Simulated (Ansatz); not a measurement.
The cluster Ba₂S₂, relaxed as a singlet with RKS r2SCAN-D4/def2-SVP in Ansatz, starting from the GFN1-xTB geometry. Force threshold 0.02 eV/Å.

In the def2 sets Ba takes a core potential; there is no spin–orbit coupling. The structure comes from a short search, and lower isomers may exist.

Start:

Cartesian coordinates in Å:
```
Ba -1.4892 0.7713 -0.9458
Ba 1.5951 -0.4028 1.0010
S 0.9828 -0.2356 -1.7004
S -1.0887 -0.1329 1.6453
```

| step | energy (eV) | largest force component (eV/Å) | SCF passes |
| --- | --- | --- | --- |
| 1 | -23054.6964 | 0.793 | 28 |
| 2 | -23054.7342 | 0.880 | 36 |
| 3 | -23054.8112 | 0.283 | 31 |
| 4 | -23054.8536 | 0.031 | 36 |
| 5 | -23054.8538 | 0.010 | 30 |

Force components are those of the run's own axes.

End:

```xyz
4

Ba   -1.625    0.611   -1.025
Ba    1.621   -0.625    1.023
S     1.029   -0.044   -1.658
S    -1.025    0.058    1.660
```

By distances, no bond broke or formed. The bond that changes most is Ba2–S4, from 2.77 to 2.81 Å (atoms count from 1).

No frequencies were taken in this run, so the end may be a saddle point.

Hardware: 4 threads of Arm Neoverse V1 on a shared host. Wall time 25 s.
